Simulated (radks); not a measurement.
The numbers below are computed, except where a source is named.
Successive ionisation energies (eV) of one element, from differences of total energies of ions in their ground configurations, starting at charge 0: 13.737, 28.978, 47.172, 77.426, 96.363, 556.19, 650.18. Level of theory: non-relativistic Kohn-Sham, LDA (Slater exchange, Perdew-Wang correlation), spin-unpolarised, spherical densities, point nucleus (a radial shooting solver on a logarithmic mesh with Libxc functionals). Which element is it?

Answer. Nitrogen (Z = 7). The first species listed is N in [He] 2s2 2p3, the last N6+ in 1s1.
